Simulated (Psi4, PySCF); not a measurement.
Interaction energy of H2 ··· H2Se (SMILES [H][H] and [SeH2]). Monomers: optimised at B3LYP-D3(BJ) (def2-TZVP), held rigid. Orientation: a random orientation, not optimised. Only R, the distance of the centres of mass, is varied, so the lowest point isn't the relaxed dimer.

Geometry at R = 3.33 Å (first 2 atoms: monomer A):
```
5

H      0.3719     0.0000     0.0000
H     -0.3719     0.0000     0.0000
Se     0.7190     0.4259    -3.2375
H      1.3614    -0.3006    -2.1321
H      0.0106    -0.7886    -3.6679
```

RHF/STO-3G = restricted Hartree-Fock/STO-3G, no counterpoise correction (PySCF); RKS-B3LYP/LANL2DZ = PySCF with restricted B3LYP/LANL2DZ, with its core potentials past Ne, no counterpoise correction; HF/aug-cc-pVTZ, counterpoise-corrected (Psi4); MP2/aug-cc-pVTZ = DF-MP2/aug-cc-pVTZ, frozen core, counterpoise-corrected in Psi4 1.11; RKS-LDA (SVWN5)/6-31G* = PySCF with restricted LDA (SVWN5)/6-31G*, spherical d, no counterpoise correction.

Interaction energies in kJ/mol (negative: bound); R is the distance of the centres of mass, d the H1···H4 distance.

```tsv
R / Å	d / Å	RHF/STO-3G	RKS-B3LYP/LANL2DZ	HF/aug-cc-pVTZ	MP2/aug-cc-pVTZ	RKS-LDA (SVWN5)/6-31G*
2.75	1.83	36.38	33.03	40.12	28.95	18.22
2.93	2.00	20.03	18.85	24.28	16.04	7.56
3.11	2.16	10.81	10.65	14.62	8.55	1.98
3.33	2.37	4.95	5.28	7.84	3.65	-1.00
3.50	2.53	2.65	3.10	4.84	1.70	-1.76
3.75	2.77	1.03	1.46	2.40	0.33	-1.82
4.01	3.02	0.37	0.74	1.18	-0.18	-1.40
4.33	3.33	0.10	0.38	0.52	-0.31	-0.84
4.81	3.80	0.02	0.18	0.18	-0.23	-0.29
5.57	4.55	0.00	0.05	0.06	-0.10	-0.02
6.52	5.49	0.00	0.01	0.02	-0.03	0.01
7.83	6.79	0.00	0.00	0.01	-0.01	0.00
```

Lowest grid point: RHF/STO-3G 0.00 kJ/mol at R = 7.83 Å; RKS-B3LYP/LANL2DZ 0.00 kJ/mol at R = 7.83 Å; HF/aug-cc-pVTZ 0.01 kJ/mol at R = 7.83 Å; MP2/aug-cc-pVTZ -0.31 kJ/mol at R = 4.33 Å; RKS-LDA (SVWN5)/6-31G* -1.82 kJ/mol at R = 3.75 Å.
